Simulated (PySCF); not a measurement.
Computed shifts of a molecule C2H8OSi2, PBE/pcSseg-1 in PySCF, GIAO, gas phase, atoms alike by connectivity averaged where their shifts nearly agree, in ppm (number of nuclei): ¹³C: 159.2 (1), 95.4 (1). ²⁹Si: -23.0 (1), -111.3 (1). ¹H: 6.92 (1), 5.91 (1), 5.60 (1), 4.55 (1), 4.46 (1), 3.95 (3). References: ¹³C against TMS (σ = 182.0 ppm); ¹⁷O against H2O (σ = 334.3 ppm); ²⁹Si against TMS (σ = 335.4 ppm); ¹H against TMS (σ = 31.49 ppm), references at their B3LYP-D3(BJ)/def2-TZVP geometries, non-relativistic. The structure is a stationary point at PBE0-D3(BJ)/def2-SVP. Other conformers were not sampled.

Which structure fits?
A) C=C[Si@H](O)[SiH3]
B) C=CO[SiH2][SiH3]
C) CC(=O)[SiH2][SiH3]
D) O=C([SiH3])C[SiH3]

B, C=CO[SiH2][SiH3]
